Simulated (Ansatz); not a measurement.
The lowest singlet and triplet of ClGa (SMILES [Cl][Ga]); geometries from B3LYP-D3(BJ)/def2-TZVP, each state relaxed from the structure named, with no frequency check.
Singlet at the triplet's geometry (charge 0, multiplicity 1):
```xyz
2

Cl     0.000     0.000    -1.419
Ga     0.000     0.000     0.778
```

A positive gap puts the triplet lower; no zero-point energy. R- takes a restricted singlet. The triplet is unrestricted in single-reference levels. Active spaces average the two states.

Correlated levels freeze the cores. Filled d and f shells under p-block atoms count as core.

The values were computed with Ansatz (Gaussian basis) for Hartree–Fock, density functionals and correlated methods. Values without a source in brackets are computed.

R-PBE/def2-TZVPP gives -3.553 eV for the gap E(singlet) − E(triplet), vertical, at the triplet's geometry.

How do the other levels lie against it? Give each less PBE: R-r2SCAN/def2-TZVPP, R-PBE0/def2-TZVPP, R-wB97M-V/def2-TZVPP, R-B2PLYP/def2-TZVPP, R-MP2/def2-QZVPP, R-CCSD(T)/def2-QZVPP, SC-NEVPT2 on SA-CASSCF(2,3)/def2-QZVPP, FIC-MRCISD+Q on SA-CASSCF(2,3)/def2-QZVPP.

R-r2SCAN/def2-TZVPP 0.183; R-PBE0/def2-TZVPP 0.120; R-wB97M-V/def2-TZVPP -0.116; R-B2PLYP/def2-TZVPP 0.001; R-MP2/def2-QZVPP 0.315; R-CCSD(T)/def2-QZVPP 0.204; SC-NEVPT2 on SA-CASSCF(2,3)/def2-QZVPP 0.136; FIC-MRCISD+Q on SA-CASSCF(2,3)/def2-QZVPP 0.169 eV. 7 of 8 lie above PBE; the widest gap is to R-MP2/def2-QZVPP.

Ansatz is a quantum-chemistry and plane-wave program.
